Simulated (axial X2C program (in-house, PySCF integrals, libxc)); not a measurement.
## Bond lengths and stretching modes, held linear, of FTaF⁻

Calculated with an in-house all-electron X2C program for linear molecules (integrals from PySCF): two-component X2C with atomic mean-field Coulomb and Gaunt terms, Gaussian nuclei, basis F dyall-av3z, Ta dyall-v3z with contracted cores. Spin-free rows use the one-electron spin-free X2C Hamiltonian.

Masses F 18.998, Ta 180.948, F 18.998 u. States: 2c Ω = 1 (beyond evenly filled blocks: ω = -3/2, ω = 5/2); spin-free M_S = 1, Λ = 0 (beyond evenly filled blocks: δ+α, δ-α).

MP2, spin-free: energies above the lowest point

```csv
r(F–Ta) (Å),r(Ta–F) (Å),E (meV)
1.8564,1.8564,92.29
1.8564,1.9040,41.36
1.8564,1.9516,46.70
1.9040,1.8564,41.36
1.9040,1.9040,0.00
1.9040,1.9516,13.97
1.9040,1.9992,70.45
1.9516,1.8564,46.70
1.9516,1.9040,13.97
1.9516,1.9516,35.82
1.9992,1.9040,70.45
1.9992,1.9992,169.59
```

Question: Fit a quadratic surface with cubic terms in each bond: where is the minimum, and what are the two stretching wavenumbers?

Answer: At MP2, spin-free: bonds 1.913 and 1.913 Å; harmonic stretches 583.6 and 617.3 cm⁻¹; force constants 3.71, 3.71 and coupling 0.56 mdyn/Å.

The other levels and Hamiltonians give:

| Hamiltonian | level | r(F–Ta) (Å) | r(Ta–F) (Å) | lower stretch (cm⁻¹) | upper stretch (cm⁻¹) |
| --- | --- | --- | --- | --- | --- |
| 2c | PBE0 | 1.902 | 1.902 | 587.7 | 614.9 |
| 2c | HF | 1.919 | 1.919 | 589.2 | 613.0 |
| 2c | r2SCAN | 1.902 | 1.902 | 591.0 | 617.4 |
| 2c | MP2 | 1.913 | 1.913 | 583.4 | 615.2 |
| spin-free | PBE0 | 1.902 | 1.902 | 589.2 | 617.1 |
| spin-free | HF | 1.919 | 1.919 | 591.3 | 614.7 |
| spin-free | r2SCAN | 1.902 | 1.902 | 592.4 | 619.1 |

Each state is one determinant, the lowest of a limited PBE0 search; the stretches come from a fit to these few points and carry an uncertainty of a few per cent. Other orders of the atoms were not compared. MP2 freezes inner shells (threshold -2 hartree). For an anion the highest level of a functional can be positive, and the basis then holds the extra electron. The molecule was held linear; bending was not examined, so a bent shape may lie lower. Open-shell Ω = 0 determinants with evenly filled partner blocks cannot be reached by this program, so the Ω shown need not be the lowest component. Note: several unpaired electrons, one determinant need not be a pure state.
